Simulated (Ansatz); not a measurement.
`[BH2][GaH2]` + `[SiH3]S` → `BS[SiH3]` + `[GaH3]`  (cleavage of the B–Ga bond)

Computed with Ansatz on PBE0-D4/def2-TZVP structures; ΔE is electronic, products minus reactants. CBS: MP2 limit from def2 TZ/QZ plus the TZ coupled-cluster correction, frozen cores. DFT in def2-TZVPP. B3LYP here is the variant with VWN-RPA as its local correlation; programs differ in this. For Ga outer-core shells are correlated without core-valence functions, which leaves a few kJ/mol of doubt a bond. Scalar relativity is left out up to krypton.

`[BH2][GaH2]`:

```xyz
6

B    -0.912   -0.392   -0.473
Ga    0.801    0.342    0.416
H    -1.013   -0.509   -1.662
H    -1.869   -0.727    0.165
H     1.987   -0.594    0.859
H     1.007    1.880    0.695
```

`[SiH3]S`:

Z-matrix (Å, degrees):
```
Si
S 1 2.137
H 1 1.485 2 111.6
H 1 1.485 2 111.6 3 -122.0
H 1 1.482 2 104.8 3 119.0
H 2 1.344 1 94.7 3 60.9
```

`BS[SiH3]`:

Cartesian coordinates in Å:
```
B 0.586 -1.105 -1.161
S 0.145 0.613 -1.217
Si -0.449 0.897 0.835
H 0.499 -1.737 -0.151
H 0.973 -1.596 -2.176
H 0.693 0.608 1.735
H -1.588 0.005 1.159
H -0.859 2.316 0.975
```

`[GaH3]`:

Cartesian coordinates in Å:
```
Ga 0.000 0.000 0.000
H 0.382 -0.090 -1.518
H 0.621 -1.011 1.026
H -1.004 1.100 0.492
```

Q: Is it downhill or uphill in electronic energy at CCSD(T)/CBS, and by how much? (Estimate.)

A: The calculation gave: Downhill: ΔE = -102.7 kJ/mol.

Q: What do these levels give: LDA (SPW92), revPBE-D4, r2SCAN-D4, PBE0-D4, ωB97X-V, B2PLYP, B3LYP, r2SCAN0, CAM-B3LYP, CCSD(T)/def2-SVP, MP2/def2-TZVPP, CCSD/CBS(def2)? (An estimate is asked.)

A: Computed: LDA (SPW92) -110.8, revPBE-D4 -107.8, r2SCAN-D4 -107.9, PBE0-D4 -106.6, ωB97X-V -105.1, B2PLYP -107.3, B3LYP -102.6, r2SCAN0 -107.8, CAM-B3LYP -104.3, CCSD(T)/def2-SVP -119.3, MP2/def2-TZVPP -113.4, CCSD/CBS(def2) -99.1 kJ/mol.

Q: What do rigid-rotor, harmonic-oscillator terms from PBE0-D4/def2-TZVP frequencies (298.15 K, 1 bar) make of the CCSD(T)/CBS value? (Best estimate.)

A: Ansatz gave: ΔZPE = +1.0 kJ/mol, ΔH = -102.0 kJ/mol, ΔS = -16 J/(mol·K), ΔG = -97.2 kJ/mol.

Largest T1 diagnostic among the species: 0.014.

The D4 term adds −3.7 kJ/mol with B3LYP and −1.9 kJ/mol with PBE0; it sums over pairs of atoms, weighted by their polarisabilities, and B3LYP, whose exchange is more repulsive, gets the larger term. In def2-TZVPP, CCSD(T) changes the Hartree–Fock value by −3.7 kJ/mol (the triples alone add −3.6 kJ/mol) and MP2 by −11.5 kJ/mol.
